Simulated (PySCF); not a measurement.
## Nuclear quadrupole coupling in pentafluorochloroethane

Compound: pentafluorochloroethane, C₂ClF₅.
SMILES with atom numbers: `[F:1][C:2]([F:3])([F:4])[C:5]([F:6])([F:7])[Cl:8]`

Structure used (PBE0-D3(BJ)/def2-TZVP), in Å, numbered top down from 1:
```
atom  x, y, z in Å
F1    -1.747   -0.111   -0.303
C2    -0.652    0.025    0.435
F3    -0.700    1.190    1.061
F4    -0.613   -0.952    1.328
C5     0.591   -0.040   -0.492
F6     0.502    0.939   -1.388
F7     0.581   -1.205   -1.135
Cl8    2.073    0.124    0.432
```

Field gradients from the PBE0/pcSseg-2 density (PySCF, non-relativistic), principal values in atomic units, ordered |Vxx| ≤ |Vyy| ≤ |Vzz|:

```tsv
atom	Vxx	Vyy	Vzz
Cl8	-1.9938	-2.0349	4.0287
```

Task: Find the asymmetry η = (Vxx − Vyy)/Vzz and the couplings χ = eQV/h (234.96 MHz × Q in barn × V in au), with Q(35Cl) = −0.0817 b.

Result: 
```json
{"atom": "Cl8", "environment": "chlorine on a fluorinated carbon", "nucleus": "35Cl", "η": "0.01", "χzz (MHz)": "-77.34", "χxx (MHz)": "38.27", "χyy (MHz)": "39.06"}
```

The gradient is axial or nearly so (η below 0.05) at Cl8. 

Task: What is Vzz at Cl8 in SI units (1 au = 9.71736 × 10²¹ V/m²)?

Result: 4.0287 au = 39.149 × 10²¹ V/m².

Task: And the gradient at the other heavy atoms, for which no coupling is worked out here?

Result: 
```tsv
atom	environment	Vzz (au)	η
F1	fluorine of a CF3 group	2.887	0.00
C2	CF3 carbon	-0.359	0.01
F3	fluorine of a CF3 group	2.884	0.01
F4	fluorine of a CF3 group	2.883	0.01
C5	CF2 carbon	-0.338	0.43
F6	fluorine of a CF2 group	2.967	0.02
F7	fluorine of a CF2 group	2.968	0.02
```

Isolated species at its PBE0-D3(BJ)/def2-TZVP geometry, gas phase.
